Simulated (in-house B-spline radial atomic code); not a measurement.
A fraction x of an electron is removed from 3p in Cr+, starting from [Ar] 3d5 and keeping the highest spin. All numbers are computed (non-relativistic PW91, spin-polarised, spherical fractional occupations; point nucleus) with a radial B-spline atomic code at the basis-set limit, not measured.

```tsv
x	E(x) - E(0) (eV)	3p down level (eV)
0	0.0000	-48.839
0.06	2.9520	-49.563
0.18	8.9889	-51.063
0.27	?	?
0.42	21.6212	-54.245
0.5	?	?
0.66	35.0431	-57.636
0.87	47.4714	-60.750
0.98	54.2459	-62.428
1	55.4975	-62.736
```

(1) What belongs in the row x = 0.27?

(2) What belongs in the row x = 0.5?

(3) Check Janak's theorem between x = 0.06 and 0.18.

Results:

(1) An energy change of 13.6368 eV; 3p down at -52.229 eV.

(2) An energy change of 26.0050 eV; 3p down at -55.354 eV.

(3) The slope of the energy is 50.31 eV; the orbital levels give 50.31 eV (-ε of the emptying orbital, averaged over the two points).
